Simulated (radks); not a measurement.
Task: The gallium ion Ga2+, [Ar] 3d10 4s1. Method: non-relativistic Kohn-Sham, exchange-only PBE, spin-polarised, spherical densities, point nucleus; computed with a radial shooting solver on a logarithmic mesh with Libxc functionals. Every spin shell is full or empty, so the densities are truly spherical. Functionals are evaluated on that one density, not self-consistently. Rank these orbital-free kinetic functionals by their error against the exact value of the orbitals, and give that value: Thomas-Fermi, TF + vW/9, TF + vW/5, LC94, APBEK, revAPBEK, Perdew 92, LKT, PG1, DePristo-Kress, Ernzerhof.

Result: Exact: 1922.20 hartree. From best to worst, with 100 (|E| - |E exact|)/|E exact| (equal figures are ties): APBEK +0.01, LC94 -0.08, DePristo-Kress -0.17, revAPBEK +0.24, Ernzerhof -0.46, Perdew 92 -0.83, TF + vW/9 -0.84, TF + vW/5 +3.50, Thomas-Fermi -6.27, PG1 +18.28, LKT +23.09.
